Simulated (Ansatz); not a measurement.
`C#CBN=C`, relaxed with RKS PBE0-D4/def2-TZVP in Ansatz from a PBE-D4/def2-SVP geometry. The force threshold is 0.005 eV/Å; the program also tests the step.

Charge 0, multiplicity 1.

Start:

```xyz
9

C     1.523   -2.062    0.829
C     0.556   -1.365    0.528
B    -0.678   -0.535    0.162
N    -0.567    0.751   -0.300
C    -0.491    1.926   -0.728
H     2.373   -2.676    1.094
H    -1.806   -0.988    0.268
H    -0.408    2.148   -1.817
H    -0.502    2.802   -0.037
```

| step | energy (eV) | largest force (eV/Å) | largest move (Å) |
| --- | --- | --- | --- |
| 1 | -5335.9198 | 2.027 | 0.000 |
| 2 | -5335.9848 | 0.170 | 0.045 |
| 3 (rejected) | -5335.9841 | 0.181 | 0.042 |
| 4 | -5335.9866 | 0.090 | 0.020 |
| 5 | -5335.9867 | 0.086 | 0.012 |
| 6 (rejected) | -5335.9865 | 0.100 | 0.025 |
| 7 | -5335.9869 | 0.059 | 0.009 |
| 8 | -5335.9872 | 0.018 | 0.008 |
| 9 | -5335.9873 | 0.020 | 0.002 |
| 10 | -5335.9873 | 0.001 | 0.001 |

End:

```xyz
9

C     1.502   -2.027    0.815
C     0.549   -1.349    0.520
B    -0.688   -0.533    0.160
N    -0.570    0.741   -0.299
C    -0.478    1.902   -0.718
H     2.345   -2.624    1.076
H    -1.790   -0.986    0.270
H    -0.391    2.119   -1.788
H    -0.480    2.758   -0.036
```

It took 66 s on 2 threads of an Intel Xeon on a shared host, with 0.39 GiB of host memory at the peak.
